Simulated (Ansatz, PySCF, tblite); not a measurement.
Breaking a bond: SMILES Br[SiH3] (H3BrSi). The Si1–Br5 bond (Si1 also carries H, H, H; Br5 carries nothing else) is stretched with both fragments frozen at the PBE0/def2-TZVP optimised geometry.

Computed with: UKS-BP86/6-31G* = unrestricted BP86/6-31G*, spherical d in PySCF; GFN2-xTB, 300 K electronic temperature (tblite); UKS-B3LYP/6-31G* = unrestricted B3LYP/6-31G*, spherical d (PySCF 2.14.0); UCCSD(T) = CCSD(T) on UHF/cc-pVTZ, cores with 3d frozen run with Ansatz (a first-principles code).

Energies relative to the lowest point of each curve near equilibrium, in mEh; the last columns give the difference from UCCSD(T):

```
R / Å  UKS-BP86/6-31G*  GFN2-xTB  UKS-B3LYP/6-31G*  UCCSD(T)  UKS-BP86/6-31G* − UCCSD(T)  GFN2-xTB − UCCSD(T)  UKS-B3LYP/6-31G* − UCCSD(T)
-----  ---------------  --------  ----------------  --------  --------------------------  -------------------  ---------------------------
1.76             132.7     192.1             133.2     131.9                         0.8                 60.1                          1.2
1.89              57.4      62.9              57.4      56.2                         1.2                  6.7                          1.2
1.97              30.4      27.3              30.3      29.2                         1.2                 -1.9                          1.1
2.09               8.1       4.4               8.0       7.3                         0.8                 -2.9                          0.7
2.17               1.6       0.2               1.5       1.3                         0.3                 -1.1                          0.3
2.22               0.0       0.0               0.0       0.0                         0.0                  0.0                          0.0
2.31               0.6       2.7               0.8       1.3                        -0.7                  1.4                         -0.6
2.44               6.9      10.4               7.4       8.9                        -2.0                  1.5                         -1.5
2.61              20.5      23.3              21.5      24.4                        -3.9                 -1.1                         -2.9
2.77              35.5      36.3              37.1      41.4                        -5.9                 -5.1                         -4.3
2.99              56.2      54.0              58.7      65.0                        -8.8                -11.0                         -6.3
3.34              85.2      78.6              89.2     100.8                       -15.6                -22.1                        -11.6
3.68             107.1      96.1             111.0     126.3                       -19.1                -30.1                        -15.3
4.03             121.2     106.5             123.5     139.3                       -18.0                -32.7                        -15.8
4.48             130.5     112.7             132.2     144.6                       -14.1                -31.8                        -12.4
4.83             134.4     115.1             136.0     145.9                       -11.5                -30.8                         -9.9
5.45             137.9     117.4             139.5     146.6                        -8.7                -29.2                         -7.1
5.99             139.3     118.9             140.9     146.8                        -7.5                -27.9                         -5.9
6.69                 —     120.3             141.7     146.9                           —                -26.6                         -5.2
7.71                 —     121.7             142.2     146.9                           —                -25.2                         -4.7
```

UKS-BP86/6-31G* is furthest from UCCSD(T) at 3.68 (-19.1 mEh, below); its mean absolute difference over the points is 6.7 mEh.

GFN2-xTB is furthest from UCCSD(T) at 1.76 (60.1 mEh, above); its mean absolute difference over the points is 17.5 mEh.

UKS-B3LYP/6-31G* is furthest from UCCSD(T) at 4.03 (-15.8 mEh, below); its mean absolute difference over the points is 5.4 mEh.

Dashes: no converged value, or the column stops at the first point that the program doubted or that broke a chosen test of continuity, which isn't proof of a fault.

The unrestricted solution behind UKS-BP86/6-31G* changes between 5.99 and 6.69 Å, which can leave a kink. The unrestricted determinant behind UKS-BP86/6-31G* is spin-contaminated at 3.68 to 5.99, 7.71 Å (<S²> up to 1.0, against 0.00 for a pure singlet). The unrestricted determinant behind UKS-B3LYP/6-31G* is spin-contaminated at 3.68 to 7.71 Å (<S²> up to 0.9, against 0.00 for a pure singlet). The unrestricted determinant behind UCCSD(T) is spin-contaminated at 3.34 to 7.71 Å (<S²> up to 1.0, against 0.00 for a pure singlet).
